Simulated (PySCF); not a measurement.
Level of theory: PBE-D3(BJ)/def2-TZVP // PBE0-D3(BJ)/def2-TZVP in PySCF 2.14.0. Gas-phase values, no solvent. 

Reference species (SMILES): `[SiH2]=C1[SiH2][SiH2]1` (neutral, multiplicity 1).

```json
{
 "HOMO": "-5.70 eV",
 "HOMO–LUMO gap": "2.82 eV",
 "dipole_moment": "1.61 D"
}
```

Changed species: `[Si]1(=C)[SiH2][SiH2]1`.

**Question.** Give the shifts of the HOMO, HOMO–LUMO gap and dipole moment.

**Answer.** the HOMO decreases by 0.12 eV, to -5.82 eV; the HOMO–LUMO gap falls by 0.13 eV, to 2.69 eV; the dipole moment drops by 1.23 D, to 0.38 D.
